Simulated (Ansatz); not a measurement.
One change: `N#CC(F)Br` becomes `F[CH]([GeH3])Br`.

Ansatz, PBE0-D4/def2-TZVP geometries, multiplicity 1. 

Scalar relativity is left out up to krypton.

```json
{"property": "LUMO energy (ωB97M-V/def2-TZVPP) / eV", "`N#CC(F)Br`": "0.51"}
{"property": "HOMO–LUMO gap (B3LYP/def2-TZVPP) / eV", "`N#CC(F)Br`": "6.90"}
{"property": "HOMO–LUMO gap (ωB97M-V/def2-TZVPP) / eV", "`N#CC(F)Br`": "11.86"}
{"property": "LUMO energy (PBE/def2-TZVPP) / eV", "`N#CC(F)Br`": "-2.64"}
{"property": "size of the dipole moment (PBE/def2-TZVPP) / D", "`N#CC(F)Br`": "2.53"}
{"property": "LUMO energy (B3LYP/def2-TZVPP) / eV", "`N#CC(F)Br`": "-1.92"}
```

Question: Give the same properties after the change, and the shifts. (Estimate.)

Answer: Computed: 
| property | `F[CH]([GeH3])Br` | shift |
| --- | --- | --- |
| LUMO energy (ωB97M-V/def2-TZVPP) / eV | 1.50 | 0.99 |
| HOMO–LUMO gap (B3LYP/def2-TZVPP) / eV | 6.94 | 0.04 |
| HOMO–LUMO gap (ωB97M-V/def2-TZVPP) / eV | 11.63 | -0.23 |
| LUMO energy (PBE/def2-TZVPP) / eV | -1.46 | 1.18 |
| size of the dipole moment (PBE/def2-TZVPP) / D | 1.65 | -0.88 |
| LUMO energy (B3LYP/def2-TZVPP) / eV | -0.76 | 1.16 |

Dipoles are sizes alone; their direction can turn.

B3LYP here is the variant with VWN-RPA as its local correlation; programs differ in this.

Spin–orbit coupling is left out; it splits and shifts lone-pair levels of the heavy atoms by tenths of an eV.
